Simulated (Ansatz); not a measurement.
Geometry optimisation, RKS PBE0-D4/def2-SVP in Ansatz.

input.yaml

```yaml
crystal:
  periodic: [false, false, false]
  atoms:
    - { symbol: Al, position_ang: [0.183812, -0.618802, -0.546239] }
    - { symbol: "N", position_ang: [0.042244, -0.134142, 2.506631] }
    - { symbol: H, position_ang: [-0.796555, -0.09206, 3.078584] }
    - { symbol: H, position_ang: [0.77014, 0.41535, 2.96054] }
    - { symbol: Cl, position_ang: [1.888234, 0.501688, -1.04993] }
    - { symbol: H, position_ang: [-1.264408, -0.192634, -1.000484] }
    - { symbol: S, position_ang: [0.59147, -2.643747, 0.331984] }
    - { symbol: H, position_ang: [-0.70783, -3.018726, 0.288538] }
    - { symbol: H, position_ang: [0.358395, -1.121527, 2.436377] }
basis:
  gaussian: { orbitals: def2-SVP }
hamiltonian:
  xc: pbe0
  dispersion: d4
relax:
  f_tol: 0.03
  max_steps: 50
```

Launched with:

```bash
$ ansatz run input.yaml --threads 2 --pin off --max-ram 3072MiB --backend cpu --events-out ev --progress --plain --runs-dir out
```

**Question.** Where does it end, and by what steps?

**Answer.** It converged. After 9 steps the energy has fallen by 1.081 eV; H4 moved furthest, 0.69 Å. Joined: Al1–N2 (3.09 → 2.05 Å).

| step | energy less start (eV) | largest force component (eV/Å) | accepted |
| --- | --- | --- | --- |
| 0 | 0.0000 | 0.937 | yes |
| 1 | -0.2832 | 0.841 | yes |
| 2 | -0.6561 | 0.972 | yes |
| 3 | -0.9566 | 0.728 | yes |
| 4 | -0.9852 | 1.609 | yes |
| 5 | -1.0677 | 0.325 | yes |
| 6 | -1.0760 | 0.112 | yes |
| 7 | -1.0798 | 0.087 | yes |
| 8 | -1.0809 | 0.046 | yes |
| 9 | -1.0811 | 0.018 | yes |

```xyz
9
Properties=species:S:1:pos:R:3
Al 0.121 -0.662 0.116
N 0.129 -0.192 2.111
H -0.767 0.142 2.470
H 0.834 0.529 2.285
Cl 1.813 0.545 -0.419
H -1.318 -0.197 -0.368
S 0.576 -2.839 0.184
H -0.713 -3.201 -0.009
H 0.391 -1.030 2.636
```

Whether the end is a true minimum wasn't checked by a vibrational analysis.

Run time: 28 s on 2 threads of Arm Neoverse V1, on a shared host, peak memory 0.19 GiB.
